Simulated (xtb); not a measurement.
Input for xtb: GFN2-xTB on NaN, 2S+1 = 3, a spin state set in the input, which need not be the lowest, a point of a bond scan (R = 2.083 Å).

```
$ xtb mol.xyz --gfn 2 --sp --chrg 0 --uhf 2
2

N      0.00000000     0.00000000     0.00000000
Na     0.00000000     0.00000000     2.08290100
```

Output:

```
[...]
           -------------------------------------------------
          |                Calculation Setup                |
           -------------------------------------------------



           -------------------------------------------------
          |                 G F N 2 - x T B                 |
           -------------------------------------------------

        Reference                      10.1021/acs.jctc.8b01176
      * Hamiltonian:
        H0-scaling (s, p, d)           1.850000    2.230000    2.230000
        zeta-weighting                 0.500000
      * Dispersion:
        s8                             2.700000
        a1                             0.520000
        a2                             5.000000
        s9                             5.000000
      * Repulsion:
        kExp                           1.500000    1.000000
        rExp                           1.000000
      * Coulomb:
        alpha                          2.000000
        third order                    shell-resolved
        anisotropic                    true
        a3                             3.000000
        a5                             4.000000
        cn-shift                       1.200000
        cn-exp                         4.000000
        max-rad                        5.000000


          ...................................................
          :                      SETUP                      :
          :.................................................:
          :  # basis functions                   8          :
          :  # atomic orbitals                   8          :
          :  # shells                            4          :
          :  # electrons                         6          :
          :  max. iterations                   250          :
          :  Hamiltonian                  GFN2-xTB          :
          :  restarted?                      false          :
          :  GBSA solvation                  false          :
          :  PC potential                    false          :
          :  electronic temp.          300.0000000     K    :
          :  accuracy                    1.0000000          :
          :  -> integral cutoff          0.2500000E+02      :
          :  -> integral neglect         0.1000000E-07      :
          :  -> SCF convergence          0.1000000E-05 Eh   :
          :  -> wf. convergence          0.1000000E-03 e    :
          :  Broyden damping             0.4000000          :
          :  net charge                          0          :
          :  unpaired electrons                  2          :
          ...................................................

 iter      E             dE          RMSdq      gap      omega  full diag
   1     -2.1562698 -0.215627E+01  0.294E+01    0.29       0.0  T
   2     -2.8361556 -0.679886E+00  0.136E+01    9.02       1.0  T
   3     -2.8665088 -0.303532E-01  0.832E+00    5.83       1.0  T
   4     -2.8727244 -0.621560E-02  0.813E+00    4.65       1.0  T
   5     -2.8382827  0.344417E-01  0.135E+01    8.54       1.0  T
   6     -2.2122792  0.626003E+00  0.246E+01    0.74       1.0  T
   7     -2.7609821 -0.548703E+00  0.958E+00    0.93       1.0  T
   8     -2.9080057 -0.147024E+00  0.621E+00    1.22       1.0  T
   9     -2.9030437  0.496198E-02  0.558E+00    1.76       1.0  T
  10     -2.9129158 -0.987215E-02  0.584E+00    1.30       1.0  T
  11     -2.9109307  0.198515E-02  0.631E+00    1.25       1.0  T
  12     -2.9108545  0.762041E-04  0.534E+00    1.22       1.0  T
  13     -2.9112571 -0.402603E-03  0.530E+00    1.23       1.0  T
  14     -2.9175707 -0.631361E-02  0.365E+00    1.49       1.0  T
  15     -2.9186110 -0.104034E-02  0.278E+00    1.38       1.0  T
  16     -2.9146923  0.391873E-02  0.278E+00    1.24       1.0  T
  17     -2.9185719 -0.387963E-02  0.762E-01    1.30       1.0  T
  18     -2.9189298 -0.357874E-03  0.831E-01    1.34       1.0  T
  19     -2.9194511 -0.521352E-03  0.356E-01    1.37       1.0  T
  20     -2.9194162  0.349346E-04  0.354E-01    1.37       1.0  T
  21     -2.9195060 -0.897772E-04  0.102E-01    1.39       1.0  T
  22     -2.9195056  0.433801E-06  0.930E-02    1.39       1.0  T
  23     -2.9195126 -0.705102E-05  0.194E-02    1.39       3.7  T
  24     -2.9195124  0.170528E-06  0.360E-02    1.39       2.0  T
  25     -2.9195130 -0.573066E-06  0.260E-03    1.39      27.2  T
  26     -2.9195130 -0.434051E-09  0.212E-03    1.39      33.4  T
  27     -2.9195130 -0.151663E-08  0.215E-03    1.39      32.8  T
  28     -2.9195130 -0.100774E-08  0.149E-03    1.39      47.6  T
  29     -2.9195130 -0.942836E-09  0.345E-04    1.39     204.8  T
  30     -2.9195130 -0.112477E-09  0.188E-05    1.39    3765.3  T

   *** convergence criteria satisfied after 30 iterations ***

         #    Occupation            Energy/Eh            Energy/eV
      -------------------------------------------------------------
         1        2.0000           -0.4585607             -12.4781
         2        1.5302           -0.3066864              -8.3454
         3        1.2349           -0.3054497              -8.3117
         4        1.2349           -0.3054497              -8.3117 (HOMO)
         5                         -0.2542011              -6.9172 (LUMO)
         6                         -0.0989639              -2.6929
         7                         -0.0989639              -2.6929
         8                          0.0453781               1.2348
      -------------------------------------------------------------
                  HL-Gap            0.0512486 Eh            1.3945 eV
             Fermi-level           -0.2930138 Eh           -7.9733 eV

 transition dipole moment (au) for excitation:           3           4
     X       Y       Z
  -0.0000   0.0000  -0.0000  total (au/Debye):    0.000   0.000
 dE (eV)             :    0.000
 oscillator strength :  0.72476E-33

 SCC (total)                   0 d,  0 h,  0 min,  0.002 sec
 SCC setup                      ...        0 min,  0.000 sec (  3.247%)
 Dispersion                     ...        0 min,  0.000 sec (  0.754%)
 classical contributions        ...        0 min,  0.000 sec (  0.526%)
 integral evaluation            ...        0 min,  0.000 sec (  5.078%)
 iterations                     ...        0 min,  0.002 sec ( 76.930%)
 molecular gradient             ...        0 min,  0.000 sec (  6.127%)
 printout                       ...        0 min,  0.000 sec (  6.911%)

         :::::::::::::::::::::::::::::::::::::::::::::::::::::
         ::                     SUMMARY                     ::
         :::::::::::::::::::::::::::::::::::::::::::::::::::::
         :: total energy              -2.916240732090 Eh    ::
         :: gradient norm              0.007250430353 Eh/a0 ::
         :: HOMO-LUMO gap              1.394546651430 eV    ::
         ::.................................................::
         :: SCC energy                -2.919513008892 Eh    ::
         :: -> isotropic ES            0.064514700696 Eh    ::
         :: -> anisotropic ES          0.005375071391 Eh    ::
         :: -> anisotropic XC          0.000698620281 Eh    ::
         :: -> dispersion             -0.000234018855 Eh    ::
         :: repulsion energy           0.003272276803 Eh    ::
         :: add. restraining           0.000000000000 Eh    ::
         :: total charge              -0.000000000468 e     ::
         :::::::::::::::::::::::::::::::::::::::::::::::::::::

           -------------------------------------------------
          |                Property Printout                |
           -------------------------------------------------

    * Orbital Energies and Occupations

         #    Occupation            Energy/Eh            Energy/eV
Note: The following floating-point exceptions are signalling: IEEE_DENORMAL
normal termination of xtb
      -------------------------------------------------------------
         1        2.0000           -0.4585607             -12.4781
         2        1.5302           -0.3066864              -8.3454
         3        1.2349           -0.3054497              -8.3117
         4        1.2349           -0.3054497              -8.3117 (HOMO)
         5                         -0.2542011              -6.9172 (LUMO)
         6                         -0.0989639              -2.6929
         7                         -0.0989639              -2.6929
         8                          0.0453781               1.2348
      -------------------------------------------------------------
                  HL-Gap            0.0512486 Eh            1.3945 eV
             Fermi-level           -0.2930138 Eh           -7.9733 eV

     #   Z          covCN         q      C6AA      α(0)
     1   7 N        0.700    -0.528    35.665     8.758
     2  11 Na       0.700     0.528   100.979    34.556

 Mol. C6AA /au·bohr⁶  :        213.113384
 Mol. C8AA /au·bohr⁸  :      18023.290883
 Mol. α(0) /au        :         43.313910


Wiberg/Mayer (AO) data.
largest (>0.10) Wiberg bond orders for each atom

 ---------------------------------------------------------------------------
     #   Z sym  total        # sym  WBO       # sym  WBO       # sym  WBO
 ---------------------------------------------------------------------------
     1   7 N    0.722 --     2 Na   0.722
     2  11 Na   0.722 --     1 N    0.722
 ---------------------------------------------------------------------------

Topologies differ in total number of bonds
Writing topology from bond orders to xtbtopo.mol

molecular dipole:
                 x           y           z       tot (Debye)
 q only:        0.000       0.000       2.079
   full:        0.000      -0.000       2.556       6.498
molecular quadrupole (traceless):
                xx          xy          yy          xz          yz          zz
 q only:       -4.092       0.000      -4.092       0.000       0.000       8.184
  q+dip:       -5.812       0.000      -5.812       0.000      -0.000      11.624
   full:       -5.143       0.000      -5.143       0.000      -0.000      10.286


           -------------------------------------------------
          | TOTAL ENERGY               -2.916240732090 Eh   |
          | GRADIENT NORM               0.007250430353 Eh/α |
          | HOMO-LUMO GAP               1.394546651430 eV   |
           -------------------------------------------------

------------------------------------------------------------------------
------------------------------------------------------------------------
 total:
 SCF:
```

The run finished.

Cost: roughly 0.020 core-seconds.
